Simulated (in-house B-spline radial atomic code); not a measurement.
Atomic self-consistent-field run: neutral bromine. Method: non-relativistic M06-2X, spin-polarised, spherical fractional occupations, point nucleus. Calculated with an all-electron radial atomic-structure program (B-spline basis).

Command:
```bash
python run_scf.py task.json out
```
Settings:
```
Z                35
configuration    [Ar] 3d10 4s2 4p5
hamiltonian      nr
method           m062x
spin_polarised   True
```

Output (hartree, bohr):
```
 radial grid: 58 intervals, B-splines of order 8, outer radius 50 bohr

 iter        energy (Eh)    residual
    1       -2574.146699    1.19e-01
    2       -2574.166618    9.54e-03
    3       -2574.167426    4.68e-03
    4       -2574.167480    2.35e-03
    5       -2574.167505    4.75e-04
    6       -2574.167507    1.57e-04
    7       -2574.167508    3.80e-05
    8       -2574.167508    1.01e-05
    9       -2574.167508    1.76e-06
   10       -2574.167508    4.72e-07
   11       -2574.167508    3.18e-08

 total energy                     -2574.16751
 kinetic                            2572.6220
 electron-nucleus                  -6154.9135
 Hartree                            1099.4645
 exact exchange                      -48.3051
 exchange-correlation                -43.0354

 orbital      occ     eigenvalue          <r>       <r^2>       <1/r>       r_max
 1s up      1.000      -485.3337    0.0437199  0.00255942     34.4775     0.02885
 1s down    1.000      -485.3292    0.0437196  0.00255939     34.4777     0.02885
 2s up      1.000       -63.3429     0.193966   0.0442812     7.63824      0.1631
 2s down    1.000       -63.3405     0.193965   0.0442808     7.63828      0.1631
 2p up      3.000       -57.1612     0.167179   0.0341594     7.62846      0.1288
 2p down    3.000       -57.1573     0.167187   0.0341625     7.62817      0.1288
 3s up      1.000        -9.0582     0.562654    0.363751     2.52467      0.4937
 3s down    1.000        -9.0530       0.5625    0.363447     2.52486      0.4938
 3p up      3.000        -6.8787     0.567459    0.376792     2.42091      0.4844
 3p down    3.000        -6.8718     0.567284    0.376426     2.42099      0.4846
 3d up      5.000        -2.9130      0.58436    0.421781     2.16531      0.4289
 3d down    5.000        -2.9078     0.582353    0.418304     2.16979      0.4287
 4s up      1.000        -0.8895      1.72146     3.39884    0.763715       1.447
 4s down    1.000        -0.8299      1.74165     3.47706       0.753       1.468
 4p up      3.000        -0.4042      2.08785     5.10763    0.626942       1.645
 4p down    2.000        -0.3106      2.17305     5.57197    0.602449       1.701
```

Time taken, with all properties: 0.45 s on 1 thread of Arm Neoverse V2, with other jobs on the host.

Caution: exact exchange at fractional occupations of open shells leaves self-interaction of up to several eV.
